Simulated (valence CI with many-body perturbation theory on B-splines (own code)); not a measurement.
Results of a calculation; reference values are marked as such.
Basis-set convergence for Hg7+

Method: configuration interaction combined with many-body perturbation theory (CI+MBPT): five valence electrons over a frozen Dirac-Fock core [Xe] 4f14, a basis of 7 s, 7 p, 8 d, 6 f, 4 g, 1 h functions for each j, with the one-electron correlation potential Σ1, the two-electron term Σ2, the three-electron term Σ3, Breit, model QED; selected CI, second order for the rest, scaled by the run's own slope (own B-spline code, finite nucleus).

No measured levels were compared; by estimate terms of the open shell hold to 2 to 4 % of their energy, and close levels can change places; different configurations can be misplaced against each other by 1,000 to 8,000 cm⁻¹. Among the levels kept, up to 560 cm⁻¹ of a level comes from second order outside the variational space, and about a tenth of that is noise between levels of different J, which matters for small intervals. Only levels of the ground parity were solved; by the run's estimate the other parity begins above the list, which can be wrong where configurations are misplaced.

The reference run has the lowest level (5d3/2^3 5d5/2^2) J=5/2 [a] and an ionisation energy of 114.666 eV. Its largest variational space holds 20000 state functions.

Levels are named by their leading jj configuration (3d3/2^4 stands for four electrons in 3d with j = 3/2), which in mixed levels can hold well under half, so a name can repeat and another be missing. Letters in brackets count levels of one name in rising energy.

Changed runs:
A. basis 6 s, 6 p, 5 d, 5 f, 1 g
B. basis 5 s, 5 p, 4 d, 4 f

Excitation energies of the reference run in cm⁻¹, and shifts in cm⁻¹:

```
                      Level  Reference       A       B
      (5d3/2^4 5d5/2) J=5/2      18955    +367   +1412
    (5d3/2^3 5d5/2^2) J=7/2      28732    +327   +1575
    (5d3/2^3 5d5/2^2) J=3/2      29964    +342   +1449
   (5d3/2^3 5d5/2^2) J=11/2      30933    +363   +1614
(5d3/2^3 5d5/2^2) J=5/2 [b]      32782    +280   +1397
    (5d3/2^3 5d5/2^2) J=9/2      33051    +315   +1608
    (5d3/2^3 5d5/2^2) J=1/2      35727    +346   +1428
(5d3/2^2 5d5/2^3) J=7/2 [a]      41086    +320   +1814
(5d3/2^3 5d5/2^2) J=5/2 [c]      43164    +399   +1752
(5d3/2^2 5d5/2^3) J=7/2 [b]      47472    +435   +2142
   (5d3/2^2 5d5/2^3) J=11/2      47605    +418   +1917
(5d3/2^2 5d5/2^3) J=1/2 [a]      49100    +288   +1584
     Ionisation energy (eV)    114.666  -0.054  -0.076
```
